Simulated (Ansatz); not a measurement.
Mulliken charges of CH5InO2S (`C[O][In]([OH])[SH]`) from r2SCAN/def2-TZVPP in Ansatz (PBE0-D4/def2-TZVP geometry).

| atom | x (Å) | y (Å) | z (Å) | charge (e) |
| --- | --- | --- | --- | --- |
| C1 | -0.355 | -0.455 | -1.800 | 0.032 |
| O2 | -0.203 | 0.609 | -0.890 | -0.514 |
| In3 | 0.198 | 0.297 | 1.013 | 0.888 |
| O4 | 0.207 | -1.613 | 1.526 | -0.517 |
| S5 | 0.574 | 2.132 | 2.451 | -0.358 |
| H6 | -0.816 | -1.346 | -1.356 | 0.058 |
| H7 | -0.998 | -0.119 | -2.621 | 0.047 |
| H8 | 0.608 | -0.757 | -2.229 | 0.046 |
| H9 | 0.377 | -1.757 | 2.460 | 0.190 |
| H10 | 0.409 | 3.010 | 1.446 | 0.130 |

Q: By hand: the dipole of these point charges (1 e Å = 4.8032 D).

A: Σ q r = (0.015, -0.054, -0.016) e Å, of length 0.058 e Å = 0.28 D.

Q: How does the dipole of the full density compare? (An estimate is asked.)

A: Computed: (0.041, 0.009, 0.127) e Å, 0.64 D; the point charges give 0.44 times that, at 104° from its direction.

Point charges leave out the atoms' own dipoles, such as those of lone pairs, and Mulliken's split depends on the basis, so the two needn't agree.
